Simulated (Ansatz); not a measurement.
A CCSD(T) single point on C2HBrClF (`F/C=C(/Cl)Br`).

```yaml
crystal:
  periodic: [false, false, false]
  atoms:
    - {symbol: F, position_ang: [-0.936009, 1.265295, 0.861665]}
    - {symbol: C, position_ang: [-0.448809, 0.063282, 0.592558]}
    - {symbol: C, position_ang: [0.355960, -0.157166, -0.437403]}
    - {symbol: Cl, position_ang: [0.956509, -1.727503, -0.739711]}
    - {symbol: Br, position_ang: [0.876649, 1.204671, -1.602792]}
    - {symbol: H, position_ang: [-0.762201, -0.712679, 1.279483]}
basis:
  gaussian: {orbitals: def2-TZVPP}
correlation: {method: ccsd_t}
output: {orbitals: {seedname: orbitals}}
```

```sh
$ ansatz run in.yaml --threads 4 --pin off --events-out ev --progress --plain
```

Output of Ansatz, abridged:

```
Functional definition: HF
1265 factors; integrals over basis functions are off by at most 8.9e-4 eV
mean field evaluation 1: about -87284.0710 eV, gradient 2.5e1 eV
mean field evaluation 2: about -87284.3667 eV, gradient 2.5e1 eV
mean field evaluation 4: about -87286.0919 eV, gradient 4.1e0 eV
mean field evaluation 8: about -87286.1580 eV, gradient 3.9e-1 eV
mean field evaluation 16: about -87286.1588 eV, gradient 1.6e-6 eV
mean field -87286.15884177 eV, -3207.7071727517 hartree, gradient 1.6e-6 eV, S^2 0.000000; 0 other end points of the search recorded, 0 dependent functions left out; unrestricted orbitals would lower it
17 core orbitals not correlated: weight in the atoms' cores, before any rotation towards them, 1.000 or more for the frozen orbitals, at most 0.000 for the correlated occupied ones
reference -87286.15884177 eV, -3207.7071727517 hartree; 20, 20 occupied and 160, 160 virtual orbitals, 1265 factors
second order -27.92513468 eV of doubles, -0.00000000 eV of singles
cycle   1  -27.79227880 eV  change    1.3e-1 eV  update   1.1e-1
cycle   2  -28.44051651 eV  change   -6.5e-1 eV  update   3.6e-2
cycle   3  -28.59222601 eV  change   -1.5e-1 eV  update   1.7e-2
cycle   4  -28.57793141 eV  change    1.4e-2 eV  update   4.5e-3
cycle   5  -28.57617350 eV  change    1.8e-3 eV  update   1.9e-3
cycle   6  -28.57751864 eV  change   -1.3e-3 eV  update   5.7e-4
cycle   7  -28.57730985 eV  change    2.1e-4 eV  update   1.8e-4
cycle   8  -28.57718768 eV  change    1.2e-4 eV  update   7.3e-5
cycle   9  -28.57718960 eV  change   -1.9e-6 eV  update   2.8e-5
perturbative correction -1.19891144 eV, -0.0440591827 hartree
Total energy: -87315.93494281 eV, -3208.8014242818 hartree
```

Hardware: 4 threads of a server CPU on a shared host. Wall time 23 s, peak host memory 1.7 GiB.

MP2 recovers 93.8 % of the CCSD(T) correlation energy and the triples give 4.0 %; T1 = 0.0103.
